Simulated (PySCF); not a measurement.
**Te (tellurium, neutral) across methods**

[Kr] 4d10 5s2 5p3 5d1, high-spin 5D determinant (an excited configuration). All numbers are calculated (PySCF 2.14, the spin-free X2C one-electron Hamiltonian (Gaussian nucleus), in x2c-QZVPPall with one added diffuse shell each of s, p, d, f type (14s10p8d5f1g, 128 functions)).

```json
{"method": "UHF", "E (hartree)": "-6790.72296", "mean ε 5s β (eV)": "-19.133", "mean ε 5p α (eV)": "-13.615", "mean ε 5d α (eV)": "-1.796", "Σ⟨r²⟩ (bohr²)": "82.16", "⟨S²⟩": "6.002"}
{"method": "PBE", "E (hartree)": "-6793.12", "mean ε 5s β (eV)": "-16.610", "mean ε 5p α (eV)": "-9.258", "mean ε 5d α (eV)": "-0.500", "Σ⟨r²⟩ (bohr²)": "81.87", "⟨S²⟩": "6.001"}
{"method": "r2SCAN0", "E (hartree)": "-6793.53", "mean ε 5s β (eV)": "-17.535", "mean ε 5p α (eV)": "-10.819", "mean ε 5d α (eV)": "-0.830", "Σ⟨r²⟩ (bohr²)": "81.10", "⟨S²⟩": "6.001"}
{"method": "PBE0", "E (hartree)": "-6793.20", "mean ε 5s β (eV)": "-17.557", "mean ε 5p α (eV)": "-10.510", "mean ε 5d α (eV)": "-0.883", "Σ⟨r²⟩ (bohr²)": "81.42", "⟨S²⟩": "6.001"}
{"method": "TPSS", "E (hartree)": "-6793.25", "mean ε 5s β (eV)": "-16.420", "mean ε 5p α (eV)": "-9.380", "mean ε 5d α (eV)": "-0.450", "Σ⟨r²⟩ (bohr²)": "81.88", "⟨S²⟩": "6.001"}
{"method": "r2SCAN", "E (hartree)": "-6793.55", "mean ε 5s β (eV)": "-16.542", "mean ε 5p α (eV)": "-9.712", "mean ε 5d α (eV)": "-0.453", "Σ⟨r²⟩ (bohr²)": "81.43", "⟨S²⟩": "6.001"}
{"method": "LDA", "E (hartree)": "-6787.21", "mean ε 5s β (eV)": "-17.087", "mean ε 5p α (eV)": "-9.335", "mean ε 5d α (eV)": "-0.455", "Σ⟨r²⟩ (bohr²)": "81.56", "⟨S²⟩": "6.001"}
{"method": "BHandHLYP", "E (hartree)": "-6793.53", "mean ε 5s β (eV)": "-18.719", "mean ε 5p α (eV)": "-11.452", "mean ε 5d α (eV)": "-1.051", "Σ⟨r²⟩ (bohr²)": "82.03", "⟨S²⟩": "6.001"}
```

The outer electron is Rydberg-like, and this basis confines it to a smaller radius and binds it less than a complete one would.
